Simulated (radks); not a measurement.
Species: Xe4+. Configuration: [Kr] 4d10 5s2 5p2.

All-electron calculation, non-relativistic Kohn-Sham, r2SCAN, spin-polarised, spherical densities, point nucleus; open shells are filled with parallel spins first (spin-orbit coupling, left out, can overturn this in heavy ions); meta-GGA in the generalised Kohn-Sham scheme; relativity is left out, which matters for an element this heavy. Program: a radial shooting solver on a logarithmic mesh with Libxc functionals.

Energy parts (hartree):
total: -7230.85858
kinetic: 7228.39995
electron-nucleus: -17071.50430
Hartree: 2792.52186
exchange-correlation: -180.27609

Orbitals (lengths in bohr, moments of r in powers of bohr; <r^-3> diverges for s and p1/2; r(max) is where P^2 peaks; r(90%) holds 90 % of the orbital's charge):
orbital  occ.  eigenvalue (hartree)  r(90%)  <r^-3>   r(max)     <r^2>
1s up       1             -1213.745  0.0500       -  0.01865  0.001060
1s down     1             -1213.740  0.0500       -  0.01864  0.001060
2s up       1             -186.1512   0.186       -   0.1028   0.01719
2s down     1             -186.1505   0.186       -   0.1028   0.01719
2p up       3             -175.1427   0.167    5194  0.08042   0.01290
2p down     3             -175.1387   0.167    5194  0.08042   0.01290
3s up       1             -39.60512   0.468       -   0.2918    0.1166
3s down     1             -39.60234   0.468       -   0.2918    0.1166
3p up       3             -34.93739   0.464   986.6   0.2786    0.1114
3p down     3             -34.93318   0.464   986.5   0.2786    0.1114
3d up       5             -26.29103   0.440   160.5   0.2271   0.09333
3d down     5             -26.28659   0.440   160.5   0.2271   0.09332
4s up       1              -8.58077    1.07       -   0.6879    0.6272
4s down     1              -8.57162    1.07       -   0.6884    0.6275
4p up       3              -6.90586    1.13   194.8   0.7048    0.6855
4p down     3              -6.89665    1.13   194.4   0.7053    0.6848
4d up       5              -4.03344    1.31   25.06   0.7444    0.8732
4d down     5              -4.02030    1.30   25.15   0.7447    0.8643
4f up       0              -1.02066    2.58   1.853   0.9692     2.900
4f down     0              -0.95744    2.35   2.105   0.9349     2.428
5s up       1              -2.24310    2.53       -    1.635     3.540
5s down     1              -2.13137    2.52       -    1.625     3.508
5p up       2              -1.79380    2.79   29.64    1.786     4.270
5p down     0              -1.67774    2.77   30.51    1.780     4.219
6s up       0              -0.85210    5.13       -    3.451     14.64

The highest occupied level is 5p up at -48.812 eV. The density falls to 0.001 e/bohr^3 at r = 3.45 bohr. Summed over all electrons, <r^2> = 31.59 bohr^2, which gives a Langevin (diamagnetic) susceptibility term of -25 x 10^-6 cm^3/mol.
